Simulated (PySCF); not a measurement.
## Electron correlation in Zn⁺ (zinc, charge +1)

[Ar] 3d10 4d1, 2D determinant (an excited configuration). All numbers are calculated (PySCF 2.14, the spin-free X2C one-electron Hamiltonian (Gaussian nucleus), in x2c-TZVPPall with one added diffuse shell each of s, p, d, f type (7s6p5d3f1g, 80 functions)). Frozen: [Ne]; 19 electrons correlated.

MP2 pair energies summed by pair of shells (mhartree):

| pair | energy | share (%) |
| --- | --- | --- |
| 3d-3d | -419.80 | 55.3 |
| 3p-3d | -210.36 | 27.7 |
| 3s-3d | -51.16 | 6.7 |
| 3p-3p | -47.14 | 6.2 |
| 3s-3p | -22.50 | 3.0 |
| 3s-3s | -3.78 | 0.5 |
| 3d-4d | -3.39 | 0.4 |
| 3p-4d | -0.33 | 0.0 |
| 3s-4d | -0.07 | 0.0 |

Total MP2 correlation energy: -758.53 mhartree.

Same-spin part -255.12 and opposite-spin part -503.41 mhartree; SCS-MP2 scales them by 1/3 and 6/5 to -689.13 mhartree.

This basis was not built for core-valence correlation, so the inner-shell part is incomplete.
